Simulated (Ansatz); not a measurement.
C3H8F3HfN, SMILES `CC[N](C)[Hf]([F])([F])[F]`, relaxed with RKS PBE0-D4/def2-TZVP in Ansatz from a GFN2-xTB geometry. The force threshold is 0.005 eV/Å; the program also tests the step.

Total charge 0; spin multiplicity 1. Hf: def2 effective core potential.

Start:

```xyz
16

C     0.480   -0.656   -1.448
C     0.619    0.778   -0.885
N    -0.072    0.951    0.394
C     0.749    0.488    1.524
Hf   -1.619   -0.267    0.427
F    -2.515    0.119    2.010
F    -2.694   -0.051   -1.066
F    -1.024   -1.993    0.713
H    -0.585   -0.907   -1.588
H     0.978   -0.727   -2.415
H     0.940   -1.384   -0.776
H     1.684    1.027   -0.774
H     0.178    1.485   -1.601
H     1.087   -0.559    1.411
H     1.640    1.121    1.629
H     0.157    0.576    2.444
```

How much energy does the relaxation release, and in how many steps? (An estimate is asked.)

Computed: 85.93 kJ/mol, in 24 steps, 1 of them rejected.

Which bonds change most? (Best estimate.)

Computed: Hf5–F8 from 1.848 to 1.916 Å; Hf5–F7 from 1.853 to 1.911 Å; Hf5–F6 from 1.860 to 1.916 Å.

Give the relaxed structure. (Best estimate.)

Computed: 
```xyz
16

C     1.197   -0.496   -1.635
C     0.369    0.591   -0.968
N    -0.183    0.212    0.320
C     0.796    0.043    1.374
Hf   -2.112   -0.039    0.811
F    -2.524    1.205    2.209
F    -3.159    0.243   -0.762
F    -2.310   -1.803    1.533
H     0.601   -1.399   -1.787
H     1.555   -0.154   -2.609
H     2.071   -0.763   -1.039
H     0.982    1.496   -0.847
H    -0.458    0.867   -1.632
H     1.472   -0.799    1.192
H     1.401    0.950    1.505
H     0.304   -0.152    2.336
```
